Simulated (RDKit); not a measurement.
Job for RDKit: UFF on CH4Se2 (SMILES C[Se][SeH]), a point of a torsion scan.

```python
from rdkit import Chem
from rdkit.Chem import AllChem, rdDetermineBonds

blocks = [
'''7

C    -1.10973453   -0.09523250    0.02082853
Se    0.71580064    0.55871873   -0.34037202
Se    0.39652244    1.61542051   -2.34288627
H    -1.54766880   -0.45504316   -0.90561219
H    -1.71041862    0.71168757    0.43187092
H    -1.02506779   -0.90367514    0.73986725
H     0.69563947    0.48184018   -3.21191970
''',
]
mol = None
for b in blocks:
    f = Chem.MolFromXYZBlock(b)
    rdDetermineBonds.DetermineBonds(f, charge=0)
    mol = f if mol is None else Chem.CombineMols(mol, f)
Chem.SanitizeMol(mol)
print(Chem.MolToSmiles(Chem.RemoveHs(mol)))
ff = AllChem.UFFGetMoleculeForceField(mol, vdwThresh=100.0, ignoreInterfragInteractions=False)
e = ff.CalcEnergy()
print(f'UFF energy {e:.6f} kcal/mol')
```

It printed:

```
C[Se][SeH]
UFF energy 6.695533 kcal/mol
```

The run finished.

Cost: about 0.010 core-seconds (a rough figure).
